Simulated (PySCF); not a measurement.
## Electron correlation in Ge (germanium, neutral)

[Ar] 3d10 4s2 4p1 4d1, one real determinant (an excited configuration). Computed with PySCF 2.14 in x2c-QZVPPall with one added diffuse shell each of s, p, d, f type (12s9p6d5f1g, 113 functions), with scalar relativity by spin-free X2C-1e. Frozen: [Ar] 3d10; 4 electrons correlated.

MP2 pair energies summed by pair of shells (mhartree):

```json
{"pair": "4s-4s", "energy": "-22.09", "share (%)": "43.6"}
{"pair": "4s-4p", "energy": "-17.36", "share (%)": "34.3"}
{"pair": "4s-4d", "energy": "-8.63", "share (%)": "17.0"}
{"pair": "4p-4d", "energy": "-2.56", "share (%)": "5.1"}
```

Total MP2 correlation energy: -50.64 mhartree.

Same-spin part -7.65 and opposite-spin part -42.99 mhartree; SCS-MP2 scales them by 1/3 and 6/5 to -54.14 mhartree.

The reference is one real determinant that mixes LS terms of this configuration.
